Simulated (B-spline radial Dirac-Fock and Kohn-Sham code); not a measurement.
**Run log: Cl⁵⁺**

ΔSCF core binding energies without Breit or QED terms, calculated with an atomic code on a B-spline grid. Keys: rel is the Hamiltonian (dirac, or spin-free x2c and nr, where L3 and M5 stand for the whole 2p and 3d shells), method is hf or an exchange,correlation pair (spin-unpolarised, also for the hole states), nuc the nuclear model, radius_factor scales its radius, rmax is the box in bohr, h the logarithmic mesh step, order the B-spline order, points the quadrature points per cell, c_factor scales the speed of light, and damp, ndamp, maxit and tol steer the iteration. The run stops when the commutator error falls below 10·tol·max(1, Z/10), or the numerical noise floor, and the energy has settled to about 1e-8 Ha; the virial ratio is −V/T.

Input (task.json):

```json
{"items": [{"Z": 17, "q": 5, "cfg": [[1, 0, 2], [2, 0, 2], [2, 1, 6], [3, 0, 2]], "A": 35, "rrms": 3.3654, "do": "settings", "holes": ["K", "L3", "M5"],
  "settings": [{"rel": "dirac", "method": "hf", "nuc": "fermi", "radius_factor": 1.0, "rmax": 45.0, "h": 0.3, "order": 8, "points": 10, "c_factor": 1.0, "maxit": 62, "damp": 0.97, "ndamp": 100, "tol": 1e-08}]}]}
```

Command: `python xray2_run.py task.json out`

Ground-state iterations:

```
iter   energy (Ha)        error
   1     -449.66880532  8.92e-01
   2     -453.71911012  2.25e-01
   3     -453.72931461  2.17e-01
   4     -453.73881341  2.09e-01
   5     -453.74765543  2.02e-01
   6     -453.75588616  1.95e-01
   7     -453.76354795  1.88e-01
   8     -453.77068019  1.81e-01
   9     -453.77731952  1.75e-01
  10     -453.78350005  1.69e-01
  11     -453.78925353  1.63e-01
  12     -453.79460950  1.57e-01
  13     -453.79959545  1.52e-01
  14     -453.80423697  1.47e-01
  15     -453.80855786  1.42e-01
  23     -453.83394573  1.07e-01
  31     -453.84826958  8.03e-02
  39     -453.85635327  6.05e-02
  47     -453.86091688  4.56e-02
  55     -453.86349439  3.44e-02
  62     -453.86481099  2.69e-02
```

The ground state had not converged after 62 iterations, with total energy -453.86481 Ha, virial ratio 1.99075 and highest orbital energy -95.08 eV. ΔSCF binding energies: K (1s) 2930.5 eV, L3 (2p3/2) 298.5 eV (not all states converged, so these are not final). Holes are computed only in closed shells, and unreliable hole states are left out.

Task: One setting is unsound. Which, and why?

Result: damp is so close to 1 that the orbitals hardly move in each step. With the default settings (Dirac Hartree-Fock): The ground state converged in 9 iterations, with total energy -453.86685 Ha, virial ratio 1.99357 and highest orbital energy -95.17 eV. ΔSCF binding energies: K (1s) 2930.4 eV, L3 (2p3/2) 298.5 eV. Holes are computed only in closed shells, and unreliable hole states are left out.
